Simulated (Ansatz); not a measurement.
Reaction (formal exchange of groups at the Se–Ga bond): `C[O][GaH][SeH]` + `CC[SiH3]` → `CC[SiH2][SeH]` + `C[O][GaH2]`

Calculated with Ansatz (gas phase, PBE0-D4/def2-TZVP geometries, no zero-point term in ΔE). CCSD(T)/CBS adds triple-zeta CCSD(T) − MP2 to the extrapolated MP2 energy (def2 sets, frozen cores). DFT in def2-TZVPP. B3LYP here is the variant with VWN-RPA as its local correlation; programs differ in this. For Ga, Se outer-core shells are correlated without core-valence functions, which leaves a few kJ/mol of doubt a bond. Scalar relativity is left out up to krypton. One conformer a species, not always the lowest.

Problem. Is it downhill or uphill in electronic energy at CCSD(T)/CBS, and by how much? (Estimate.)

Solution. The calculation gave: Uphill: ΔE = +10.0 kcal/mol.

Problem. What do these levels give: PBE-D4, r2SCAN-D4, PBE0-D4, B3LYP-D4, B2PLYP, PBE, PBE0, HF/def2-TZVPP, SCS-MP2/def2-TZVPP, MP2/def2-QZVPP, SCS-MP2/def2-QZVPP, MP2/CBS(def2)? (Best estimate.)

Solution. The calculation gave: PBE-D4 9.2, r2SCAN-D4 10.0, PBE0-D4 9.5, B3LYP-D4 10.1, B2PLYP 10.8, PBE 9.7, PBE0 10.0, HF/def2-TZVPP 12.3, SCS-MP2/def2-TZVPP 10.7, MP2/def2-QZVPP 9.8, SCS-MP2/def2-QZVPP 10.1, MP2/CBS(def2) 9.6 kcal/mol.

Largest T1 diagnostic among the species: 0.015.

In def2-TZVPP, CCSD(T) changes the Hartree–Fock value by −1.6 kcal/mol (the triples alone add −0.2 kcal/mol) and MP2 by −2.0 kcal/mol. The D4 term adds −0.9 kcal/mol with B3LYP and −0.5 kcal/mol with PBE0; it sums over pairs of atoms, weighted by their polarisabilities, and B3LYP, whose exchange is more repulsive, gets the larger term.
